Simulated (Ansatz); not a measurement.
Reaction (isomerisation): `FC[SiH](F)[AlH2]` → `C[SiH2][Al]([F])[F]`

Computed with Ansatz on PBE0-D4/def2-TZVP structures; ΔE is electronic, products minus reactants. CCSD(T)/CBS adds triple-zeta CCSD(T) − MP2 to the extrapolated MP2 energy (def2 sets, frozen cores). Functionals use def2-TZVPP. One conformer a species, not always the lowest.

`FC[SiH](F)[AlH2]`:

Cartesian coordinates in Å:
```
F -1.365 0.336 2.366
C -0.254 0.203 1.543
Si -0.739 -0.180 -0.245
F -1.420 -1.640 -0.288
Al 1.209 -0.067 -1.771
H 0.386 -0.582 1.963
H 0.313 1.143 1.575
H -1.799 0.801 -0.623
H 1.461 -1.179 -2.874
H 2.207 1.164 -1.647
```

`C[SiH2][Al]([F])[F]`:

Cartesian coordinates in Å:
```
C 1.502 0.323 0.501
Si -0.047 -0.726 0.352
Al -1.783 0.356 -0.972
F -1.534 1.825 -1.674
F -3.258 -0.332 -1.217
H 1.281 1.277 0.984
H 2.257 -0.195 1.095
H 1.925 0.534 -0.483
H 0.267 -2.037 -0.286
H -0.611 -1.025 1.699
```

```
             level  ΔE (kcal/mol)
           PBE0-D4          -89.0
           ωB97M-V          -89.8
            B2PLYP          -91.9
SCS-MP2/def2-QZVPP          -93.7
```

(1) What does CCSD(T)/CBS give? (Estimate.)

Largest T1 diagnostic among the species: 0.013.

Answers

(1) Ansatz gave: -92.7 kcal/mol. The listed levels differ from it by 3.7, 2.9, 0.8, -1.0 kcal/mol.

From PBE to PBE0 (25 % exact exchange), in def2-TZVPP and without D4, ΔE moves by −1.1 kcal/mol. In def2-TZVPP, CCSD(T) changes the Hartree–Fock value by −4.3 kcal/mol (the triples alone add −0.2 kcal/mol) and MP2 by −8.4 kcal/mol.
